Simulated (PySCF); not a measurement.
C2H6BClO, SMILES COB(C)Cl.

The structure is a stationary point at B3LYP-D3(BJ)/def2-SVP. This is a generated structure with no PubChem entry under its InChIKey; it may be hypothetical. Other conformers were not sampled.

Calculation: TDDFT-PBE/def2-SVPD (PySCF 2.14.0).

Vertical excitations. 

Computed excitation energies, oscillator strengths and character:
| state | energy (eV) | λ (nm) | f | main pairs |
|---|---|---|---|---|
| S1 | 6.35 | 195 | 0.000 | HOMO→LUMO 100 % |
| S2 | 6.84 | 181 | 0.025 | HOMO→LUMO+1 100 % |
| S3 | 6.86 | 181 | 0.001 | HOMO−2→LUMO 99 % |
| S4 | 7.00 | 177 | 0.020 | HOMO−1→LUMO+1 99 % |
| S5 | 7.06 | 176 | 0.144 | HOMO−1→LUMO 89 % |
| S6 | 7.30 | 170 | 0.008 | HOMO−2→LUMO+1 97 % |
| S7 | 7.61 | 163 | 0.027 | HOMO→LUMO+2 98 % |
| S8 | 7.78 | 159 | 0.001 | HOMO−1→LUMO+2 100 % |
| S9 | 8.00 | 155 | 0.004 | HOMO−3→LUMO+1 96 % |
| S10 | 8.02 | 155 | 0.109 | HOMO−3→LUMO 75 %, HOMO−2→LUMO+2 14 % |
| T1 | 6.14 | 202 | 0 | HOMO→LUMO 87 % |
| T2 | 6.15 | 202 | 0 | HOMO−1→LUMO 88 % |
| T3 | 6.53 | 190 | 0 | HOMO−2→LUMO 97 % |
| T4 | 6.78 | 183 | 0 | HOMO→LUMO+1 100 % |
Triplets are in the Tamm–Dancoff approximation, which puts them higher than full response would, so one can lie above its singlet here.
